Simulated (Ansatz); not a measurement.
Consider the ligand exchange at the Si–C bond: `BC([SiH3])[SiH2]F` + `[OH][GeH3]` → `F[SiH2][O][GeH3]` + `BC[SiH3]`.

Computed with Ansatz on PBE0-D4/def2-TZVP structures; ΔE is electronic, products minus reactants. CBS: MP2 limit from def2 TZ/QZ plus the TZ coupled-cluster correction, frozen cores. Functionals use def2-TZVPP. For Ge outer-core shells are correlated without core-valence functions, which leaves a few kJ/mol of doubt a bond. Scalar relativity is left out up to krypton. Each species was taken in one conformer, which may not be the lowest.

```tsv
level	ΔE (kJ/mol)
r2SCANh	-108.5
CCSD/def2-SVP	-110.2
SCS-MP2/def2-TZVPP	-114.2
CCSD/def2-TZVPP	-113.3
```

Question: What does CCSD(T)/CBS give? (Estimate.)

Answer: Ansatz gave: -107.7 kJ/mol. The listed levels differ from it by -0.8, -2.5, -6.5, -5.6 kJ/mol.

Largest T1 diagnostic among the species: 0.012.

Leaving LDA and LC-ωPBE aside and taking each functional with its dispersion term where it has one, the values, not all of them listed here, spread over 27.4 kJ/mol, from BHLYP-D4 to revPBE-D4. LDA lies +4.3 kJ/mol from PBE without D4. The D4 term adds +6.4 kJ/mol with B3LYP and +3.5 kJ/mol with PBE0; it sums over pairs of atoms, weighted by their polarisabilities, and B3LYP, whose exchange is more repulsive, gets the larger term. In def2-TZVPP, CCSD(T) changes the Hartree–Fock value by +28.2 kJ/mol (the triples alone add +4.2 kJ/mol) and MP2 by +28.9 kJ/mol.

B3LYP here is the variant with VWN-RPA as its local correlation; programs differ in this.
